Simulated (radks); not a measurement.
Values are calculated unless marked as measured or tabulated.
Coulomb parameter of the 4d shell of neutral ruthenium in the model configuration [Kr] 4d5.5 5s1 5p1.5, as a second difference U = [E(n + 0.5) + E(n - 0.5) - 2 E(n)] / (0.5)^2 with all orbitals relaxed. "Bare": the charge of the atom changes with n. "Screened": the 5p shell takes up the change at fixed total charge, which measures U(4d,4d) + U(5p,5p) - 2 U(4d,5p). Level of theory: Dirac Kohn-Sham, PBE, spin-unpolarised, spherical densities, point nucleus; open shells are shared between the two j in proportion to 2j + 1 (a radial shooting solver on a logarithmic mesh with Libxc functionals).

[
 {"case": "start", "configuration": "[Kr] 4d5.5 5s1 5p1.5", "E - E(n) (eV)": "0.000"},
 {"case": "bare +0.5", "configuration": "[Kr] 4d6 5s1 5p1.5", "E - E(n) (eV)": "-4.438"},
 {"case": "bare -0.5", "configuration": "[Kr] 4d5 5s1 5p1.5", "E - E(n) (eV)": "6.808"},
 {"case": "screened +0.5", "configuration": "[Kr] 4d6 5s1 5p1", "E - E(n) (eV)": "-3.885"},
 {"case": "screened -0.5", "configuration": "[Kr] 4d5 5s1 5p2", "E - E(n) (eV)": "4.618"}
]

U(bare) = 9.483 eV, U(screened by 5p) = 2.929 eV, against the Slater integral F0(4d,4d) = 16.002 eV with frozen orbitals. The step up makes a negative ion, whose loosely bound charge lowers the bare value.
